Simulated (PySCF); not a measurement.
MgSb⁻ at MN15

Computed with MN15; PySCF, scalar-relativistic core potentials, basis sets Mg def2-SVPD, Sb def2-SVPD with ECP28.

```
state                                                                                                              : ³Π (triplet), unpaired electrons σ ↑, π ↑
bond length                                                                                                        : 2.719 Å
harmonic wavenumber                                                                                                : 239 cm⁻¹
force constant                                                                                                     : 0.675 mdyn/Å
rotational constant Be                                                                                             : 0.1139 cm⁻¹
anharmonicity ωexe                                                                                                 : 1.90 cm⁻¹
vibration–rotation constant αe                                                                                     : 0.000948 cm⁻¹
bond order (Mayer)                                                                                                 : 1.44
dipole moment (positive dipole points towards Sb; it is taken about the centre of mass and depends on that origin) : 3.61 D
```

These are scalar-relativistic numbers at best; spin–orbit coupling would shift them, the dissociation energy most. The state is the lowest determinant that a PBE0 search found; another state may lie lower at other levels.
